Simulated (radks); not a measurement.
Q: These are the eigenvalues of the occupied orbitals of an atom or ion with whole-number occupations (eV). Method: non-relativistic Kohn-Sham, PBE, spin-unpolarised, spherical densities, point nucleus; computed with a radial shooting solver on a logarithmic mesh with Libxc functionals.

1s: -6941.714
2s: -814.6184
2p: -704.1311
3s: -100.4166
3p: -68.1157
3d: -16.1744
4s: -12.1584

Which element is it, and in what charge state? The configuration may be excited.

A: Z = 26, iron, charge +1: Fe+ in [Ar] 3d6 4s1. The list shows which subshells hold electrons but not how many an open one holds; the 1s level, -255.1 hartree, gives Z - s = 22.6 by -(Z - s)^2/2, which with screening narrows Z to a few neighbours, and the depths of the outer levels then fix element, charge and occupations together.
